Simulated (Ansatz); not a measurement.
The C5–H6 bond of CH5OSb (SMILES C[O][SbH2]) is stretched (multiplicity 1, the rest rigid).
Geometry at rest (charge 0, multiplicity 1):
```xyz
8

Sb    -0.3916     0.2729     0.3797
H     -1.5274    -0.6889    -0.5020
H     -0.4229     1.4423    -0.8947
O      1.2163    -0.6790    -0.2641
C      1.3391    -0.9960    -1.6388
H      1.3361    -0.0961    -2.2654
H      2.2903    -1.5146    -1.7777
H      0.5293    -1.6528    -1.9785
```

Frozen-core correlation. Filled d and f shells under p-block atoms count as core.

Run with Ansatz (a first-principles code) with Gaussian orbitals. Each number belongs to the level named beside it. In def2 rows elements past Kr take small-core potentials, without spin–orbit coupling.

Energies above the point at 1.097 Å (the B3LYP-D3(BJ) bond length), FIC-MRCISD+Q on CASSCF(2,2)/def2-SVP (kcal/mol): 6.91 at 0.987 Å; 2.89 at 1.206 Å; 103.84 at 3.509 Å.

Task: Take the last value as the depth D of a Morse curve D(1 − e^(−a(R − R₀)))², fit a and R₀ to the two near points, and test it at 1.480 and 1.919 Å.

Result: 
With D = 103.8, both near points (counted from the curve's value at 1.097 Å) are met by a = 1.89 Å⁻¹ and R₀ = 1.109 Å, so k = 2Da² = 743 kcal/(mol Å²). The curve then gives 26.4 and 63.8 kcal/mol; the level itself gives 26.2 and 65.0, so Morse is off by 0.2 and -1.2.
